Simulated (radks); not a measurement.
All-electron atom: the neodymium ion Nd3+ in [Xe] 4f2 6s1 (not the ground configuration). All-electron calculation, scalar-relativistic Kohn-Sham, PBEsol, spin-polarised, spherical densities, finite nucleus; open shells are filled with parallel spins first (spin-orbit coupling, left out, can overturn this in heavy ions); Fermi nuclear charge, rms radius 4.9123 fm. Program: a radial shooting solver on a logarithmic mesh with Libxc functionals.

X-ray form factor f0, the Fourier transform of the density (f0(0) = 57):

sin(theta)/lambda (1/angstrom)  f0 (electrons)
0.05                                    56.195
0.1                                     54.048
0.15                                    51.137
0.2                                     47.963
0.25                                    44.813
0.3                                     41.831
0.4                                     36.607
0.5                                     32.383
0.6                                     28.902
0.8                                     23.416
1                                       19.574
1.25                                    16.483
1.5                                     14.268
2                                       10.461
